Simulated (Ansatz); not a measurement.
FGaH₄N₂ (`[NH2][Ga]([NH2])[F]`), one more setting.

```yaml
crystal:
  periodic: [false, false, false]
  atoms:
    - {symbol: N, position_ang: [-0.708548, 1.506761, -0.384609]}
    - {symbol: Ga, position_ang: [-0.166026, -0.310475, -0.292510]}
    - {symbol: N, position_ang: [0.812936, -0.923150, 0.673634]}
    - {symbol: F, position_ang: [-1.072137, -1.303776, -1.552039]}
    - {symbol: H, position_ang: [-1.495108, 1.868244, -0.777048]}
    - {symbol: H, position_ang: [-0.360745, 1.892495, 0.460404]}
    - {symbol: H, position_ang: [1.516606, -0.667551, 1.314942]}
    - {symbol: H, position_ang: [1.168470, -2.052626, 0.470220]}
basis:
  gaussian: {orbitals: def2-TZVP, fitting: {mean_field: cc-pVTZ-jkfit}}
hamiltonian: {xc: {name: PBE0}}
```

```sh
$ ansatz run in.yaml --threads 4 --pin off --events-out ev --progress --plain --max-ram 10444MiB
```

It prints (some lines left out):

```
Functional definition: PBE0
564 factors; integrals over basis functions are off by at most 8.4e-1 eV
mean field evaluation 1: about -58113.7102 eV, gradient 9.6e1 eV
mean field evaluation 2: about -58092.1086 eV, gradient 1.4e2 eV
mean field evaluation 4: about -58129.0848 eV, gradient 8.9e0 eV
mean field evaluation 8: about -58129.2201 eV, gradient 1.1e-1 eV
mean field -58129.22015356 eV, -2136.2094392428 hartree, gradient 7.9e-5 eV, S^2 0.000000; 0 other end points of the search recorded, 0 dependent functions left out
reference -58129.22018158 eV, -2136.2094402723 hartree; 29, 29 occupied and 136, 136 virtual orbitals, 564 factors
Total energy: -58129.22018158 eV, -2136.2094402723 hartree
```

Run time 1.3 s (4 threads of an Intel Xeon Platinum 8259CL on a shared host); peak host memory 0.25 GiB.
